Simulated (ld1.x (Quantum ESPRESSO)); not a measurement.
## O (Z = 8): ultrasoft pseudisation with PBE, scalar-relativistic reference atom.

| Property | Result |
| --- | --- |
| Element | O |
| Generator | ld1.x (Quantum ESPRESSO) 7.5 |
| Type | ultrasoft |
| Functional | PBE |
| Relativity | scalar-relativistic |
| Frozen core | [He] |
| Valence charge | 6 |
| Reference configuration | 2s1.75 2p4.25 |
| Partial waves | 2s (bound): rcut 0.80, rcutus 0.95 bohr; 2s channel at -1.35 Ry: rcut 0.80, rcutus 0.95 bohr; 2p (bound): rcut 1.05, rcutus 1.35 bohr; 2p channel at 4.4 Ry: rcut 1.05, rcutus 1.35 bohr |
| Local potential | all-electron potential smoothed inside 0.95 bohr (lloc = -1) |
| Core correction | a·sin(br)/r model core inside 0.45 bohr |
| Augmentation charge | PSQ, inside the norm-conserving radii |

All-electron outer shells of the reference configuration (PBE, scalar-relativistic, ld1.x):

```json
{"shell": "1s", "level (eV)": "-514.88", "outermost node (bohr)": "–", "outermost maximum (bohr)": "0.13"}
{"shell": "2s", "level (eV)": "-24.08", "outermost node (bohr)": "0.28", "outermost maximum (bohr)": "0.87"}
{"shell": "2p", "level (eV)": "-9.14", "outermost node (bohr)": "–", "outermost maximum (bohr)": "0.82"}
```

Results:

```
Cutoffs needed                            : 40 Ry and 70 Ry (the cutoffs (Ry, on a coarse ladder) from which the occupation-weighted sum of valence levels, in a spherical-Bessel basis at the reference potential, stays within 10 and 1 mRy of its value at 400 Ry)
Ghost test                                : no extra level below or beside the all-electron valence levels (s, p, d, f tested) (spherical-Bessel basis up to 400 Ry, 20 bohr box)
Largest excitation error                  : +93 meV (all-electron minus pseudo) for 2s2 2p2, out of 7 test configurations
Lowest eigenvalue of the overlap operator : 0.39 (p channel)
Density cutoff estimated by the generator : 300 Ry
```

Generation and tests took about 0.91 s on one core of a shared server CPU.
